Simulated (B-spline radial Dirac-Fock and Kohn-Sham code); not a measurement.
# Two-hole binding energies of Re³⁸⁺

System: rhenium as Re³⁸⁺, 1s2 2s2 2p6 3s2 3p6 3d10 4s2 4p6 4d1.

Input file task.json (cfg lists n, l and occupation; rrms is the nuclear radius in fm):

```json
{"items": [{
  "Z": 75,
  "q": 38,
  "cfg": [[1, 0, 2], [2, 0, 2], [2, 1, 6], [3, 0, 2], [3, 1, 6], [3, 2, 10], [4, 0, 2], [4, 1, 6], [4, 2, 1]],
  "A": 187,
  "rrms": 5.3698,
  "do": ["binding", "quiet", "double"]
}]}
```

Command: `python xray_run.py task.json out`

Level of theory: multi-electron Dirac-Fock with separately optimised hole states, Breit and Lamb-shift corrections added in first order; a radial B-spline solver. U is the two-hole binding energy less the two single-hole energies, the effective repulsion of the holes after relaxation. Each two-hole energy is an average over J within one jj subconfiguration.

| holes | E(a) (eV) | E(b) (eV) | E(ab) (eV) | U (eV) |
| --- | --- | --- | --- | --- |
| 1s⁻¹ 2p1/2⁻¹ | 73388.5 | 13678.2 | 87544.0 | 477.4 |
| 1s⁻¹ 2p3/2⁻¹ | 73388.5 | 12253.8 | 86041.5 | 399.2 |
| 1s⁻¹ 3p1/2⁻¹ | 73388.5 | 4349.2 | 77916.1 | 178.4 |
| 1s⁻¹ 3d3/2⁻¹ | 73388.5 | 3616.2 | 77161.1 | 156.4 |
| 2s⁻¹ 2p1/2⁻¹ | 14252.6 | 13678.2 | 28202.1 | 271.3 |
| 2p1/2⁻² | 13678.2 | 13678.2 | 27704.9 | 348.6 |
| 2s⁻¹ 2p3/2⁻¹ | 14252.6 | 12253.8 | 26762.1 | 255.7 |
| 2p1/2⁻¹ 2p3/2⁻¹ | 13678.2 | 12253.8 | 26235.1 | 303.2 |
| 2p3/2⁻² | 12253.8 | 12253.8 | 24800.8 | 293.2 |
| 2p1/2⁻¹ 3s⁻¹ | 13678.2 | 4599.5 | ? | ? |
| 2s⁻¹ 3d5/2⁻¹ | 14252.6 | 3547.3 | 17948.5 | 148.5 |
| 2p1/2⁻¹ 3p3/2⁻¹ | 13678.2 | 4026.7 | 17848.7 | 143.9 |
| 2p1/2⁻¹ 3d3/2⁻¹ | 13678.2 | 3616.2 | 17445.4 | 151.1 |
| 2p1/2⁻¹ 3d5/2⁻¹ | 13678.2 | 3547.3 | 17377.5 | 152.0 |

Question: Give the missing two-hole energy and U.

Answer: E(ab) = 18420.4 eV and U = 142.7 eV.

Values without a named source are computed, but for edge energies of neutral atoms, which are taken from tables.
